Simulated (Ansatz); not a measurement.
A trace of molecular dynamics of CH₄ClGeNO (9 atoms, charge 0, multiplicity 1).

All numbers below come from Ansatz 0.2.0, RKS B3LYP/def2-SVP.

```
ensemble                      : NVE (velocity Verlet)
starting velocities drawn for : 100 K
seed                          : 6936
```

| time (fs) | T (K) | potential energy less start (eV) | conserved less start (meV/atom) |
| --- | --- | --- | --- |
| 0.0 | 100 | 0.000 | 0.00 |
| 4.0 | 62 | 0.035 | 0.02 |
| 8.0 | 51 | 0.044 | 0.02 |
| 12.0 | 56 | 0.040 | 0.01 |
| 16.0 | 65 | 0.032 | 0.02 |
| 20.0 | 136 | -0.033 | 0.02 |
| 24.0 | 280 | -0.163 | 0.01 |
| 28.0 | 436 | -0.304 | -0.01 |
| 32.0 | 436 | -0.304 | 0.00 |
| 36.0 | 395 | -0.267 | 0.02 |
| 40.0 | 514 | -0.375 | -0.01 |
| 44.0 | 530 | -0.390 | -0.02 |
| 48.0 | 440 | -0.307 | 0.02 |
| 52.0 | 556 | -0.413 | -0.03 |
| 56.0 | 479 | -0.343 | -0.01 |
| 60.0 | 351 | -0.227 | 0.02 |
| 64.0 | 447 | -0.314 | 0.01 |
| 68.0 | 557 | -0.414 | -0.04 |
| 72.0 | 488 | -0.351 | 0.00 |
| 76.0 | 456 | -0.322 | 0.03 |
| 80.0 | 577 | -0.432 | -0.03 |
| 84.0 | 673 | -0.518 | 0.00 |
| 88.0 | 778 | -0.614 | 0.01 |
| 92.0 | 875 | -0.701 | -0.04 |
| 96.0 | 913 | -0.735 | 0.00 |
| 100.0 | 1034 | -0.845 | 0.02 |

Q: Can this run be trusted? Judge the integration.

A: The conserved energy stayed within 0.053 meV per atom of its start (net change 0.021 meV per atom), so the integration is sound. The kinetic energy rose, since the run started high on the potential surface and went downhill. A run of 0.1 ps of so small a system gives no equilibrium averages. The orbitals stay closed-shell, which can raise the energy where a bond breaks towards radicals; this wasn't checked here. The time step was 0.5 fs.

Run time: 9.5 min on 2 threads of Arm Neoverse V2 (shared host), peak memory 0.27 GiB.
